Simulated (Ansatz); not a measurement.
`[CH3][GeH2][SiH2]P` + `C=O` → `[CH3][GeH2][CH]=O` + `[SiH3]P`  (formal exchange of groups at a Ge–Si bond)

Program: Ansatz. Geometries: PBE0-D4/def2-TZVP. ΔE: electronic, gas phase. CCSD(T)/CBS is the MP2 limit (def2-TZVPP, def2-QZVPP) plus CCSD(T) − MP2 in def2-TZVPP, frozen cores. This one scheme is used for every species. Functionals use def2-TZVPP. B3LYP here is the variant with VWN-RPA as its local correlation; programs differ in this. For Ge outer-core shells are correlated without core-valence functions, which leaves a few kJ/mol of doubt a bond. Scalar relativity is left out up to krypton. Each species was taken in one conformer, which may not be the lowest.

| level | ΔE (kJ/mol) |
| --- | --- |
| B3LYP-D4 | 36.1 |
| B2PLYP | 32.3 |
| PBE0 | 38.7 |
| HF/def2-TZVPP | 29.4 |

Q: What does CCSD(T)/CBS give? (Estimate.)

A: Ansatz gave: +39.6 kJ/mol. The listed levels differ from it by -3.5, -7.3, -0.9, -10.2 kJ/mol.

Largest T1 diagnostic among the species: 0.015.

From PBE to PBE0 (25 % exact exchange), in def2-TZVPP and without D4, ΔE moves by +3.4 kJ/mol. In def2-TZVPP, CCSD(T) changes the Hartree–Fock value by +7.2 kJ/mol (the triples alone add +0.5 kJ/mol) and MP2 by +8.9 kJ/mol.
